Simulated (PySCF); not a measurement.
## Broadened absorption spectrum of C6H6N2O2

C6H6N2O2.
Cartesian coordinates in Å at the GFN2-xTB level; atoms count from 1:
```
atom  x, y, z in Å
C1     3.1938    0.2809    0.2071
C2     1.7559    0.2978    0.6360
O3     1.3535    0.4947    1.7464
O4     0.9579    0.0591   -0.4328
C5    -0.4033   -0.0520   -0.3105
C6    -1.0498   -0.6526    0.7737
N7    -2.3635   -0.7784    0.7835
C8    -3.0417   -0.3157   -0.2564
C9    -2.3942    0.2805   -1.3288
N10   -1.0773    0.4082   -1.3518
H11    3.8142    0.7047    0.9904
H12    3.3115    0.8337   -0.7204
H13    3.4920   -0.7504    0.0280
H14   -0.5184   -1.0335    1.6327
H15   -4.1149   -0.4337   -0.2193
H16   -2.9232    0.6657   -2.1891
```

Computed, not measured: PySCF, TDDFT PBE0/def2-SVPD, vertical, gas phase, core orbitals frozen in the response.

Computed states:

```csv
state,E (eV),f
S1,4.24,0.0047
S2,4.86,0.0003
S3,5.30,0.149
S4,5.56,0.0072
S5,5.71,0.0011
S6,5.94,0.054
```

Each state is given a Gaussian of 0.5 eV full width at half maximum, with ε(max) = 2.175×10⁸ f / Δν̃ (Δν̃ the width in cm⁻¹). The width is an assumption, not a result. The curve ends short of the highest state used, and states not computed would add to its high-energy end.

**Question.** What does the envelope look like, and where are its maxima?

**Answer.** 
| E (eV) | ε (L mol⁻¹ cm⁻¹) |
| --- | --- |
| 3.49 | 1 |
| 3.54 | 1 |
| 3.59 | 2 |
| 3.64 | 5 |
| 3.70 | 10 |
| 3.75 | 18 |
| 3.80 | 31 |
| 3.86 | 53 |
| 3.91 | 78 |
| 3.96 | 108 |
| 4.02 | 150 |
| 4.07 | 186 |
| 4.12 | 217 |
| 4.18 | 243 |
| 4.23 | 252 |
| 4.28 | 247 |
| 4.34 | 224 |
| 4.39 | 195 |
| 4.44 | 162 |
| 4.49 | 131 |
| 4.55 | 103 |
| 4.60 | 97 |
| 4.65 | 115 |
| 4.71 | 190 |
| 4.76 | 322 |
| 4.81 | 551 |
| 4.87 | 1003 |
| 4.92 | 1570 |
| 4.97 | 2333 |
| 5.03 | 3498 |
| 5.08 | 4619 |
| 5.13 | 5776 |
| 5.18 | 6841 |
| 5.24 | 7806 |
| 5.29 | 8217 |
| 5.34 | 8213 |

Maxima: 293 nm (4.24 eV), ε about 250, made up of S1 (100%); 233 nm (5.31 eV), ε about 8300, made up of S3 (97%) (ε in L mol⁻¹ cm⁻¹; maxima over ε = 5, shares over 10%).

**Question.** On this curve, what absorbance would a 10⁻³ mol/L sample give at 254 nm over a 1 cm path?

**Answer.** 254 nm is 4.881 eV, where ε is about 1100 L mol⁻¹ cm⁻¹, so A = ε c l ≈ 1.1 (Beer–Lambert, with the gas-phase spectrum and the assumed width).

**Question.** Coming from long wavelengths, where does ε first pass 100 L mol⁻¹ cm⁻¹?

**Answer.** At about 314 nm (3.95 eV), 0.29 eV below S1.

**Question.** What would ε be at 5.31 eV, the highest of these maxima, with half the width (0.25 eV)?

**Answer.** About 16100 L mol⁻¹ cm⁻¹ against 8270, a factor of about 1.9; a lone state at its own centre would give exactly 2.

Rough CPU time on one thread of a shared machine: about 2.1 min.

One conformer stands for the species.
